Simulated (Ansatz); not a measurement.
Gas-phase electronic energies from Ansatz, PBE0-D4/def2-TZVP geometries. CCSD(T)/CBS adds triple-zeta CCSD(T) − MP2 to the extrapolated MP2 energy (def2 sets, frozen cores). This one scheme is used for every species. DFT in def2-TZVPP. B3LYP here is the variant with VWN-RPA as its local correlation; programs differ in this. One conformer a species, not always the lowest.

Consider the formal exchange of groups at a B–O bond: `CB(S)O[SiH3]` + CH₄ → `CB(C)S` + `O[SiH3]`.

```tsv
level	ΔE (kJ/mol)	difference from CCSD(T)/CBS
PBE0-D4	119.0	-2.4
B3LYP-D4	128.9	7.5
r2SCAN0-D4	123.5	2.1
BHLYP-D4	132.5	11.1
ωB97M-V	121.9	0.5
revPBE	112.1	-9.3
BLYP	122.8	1.4
HF/def2-TZVPP	131.8	10.4
CCSD/def2-TZVPP	122.6	1.2
HF/CBS(def2)	132.6	11.2
CCSD(T)/CBS	121.4	0
```

Largest T1 diagnostic among the species: 0.012.

In def2-TZVPP, CCSD(T) changes the Hartree–Fock value by −9.3 kJ/mol (the triples alone add −0.1 kJ/mol) and MP2 by −9.8 kJ/mol. Leaving LDA and LC-ωPBE aside and taking each functional with its dispersion term where it has one, the values, not all of them listed here, spread over 15.3 kJ/mol, from revPBE-D4 to BHLYP-D4. LDA lies +4.9 kJ/mol from PBE without D4.
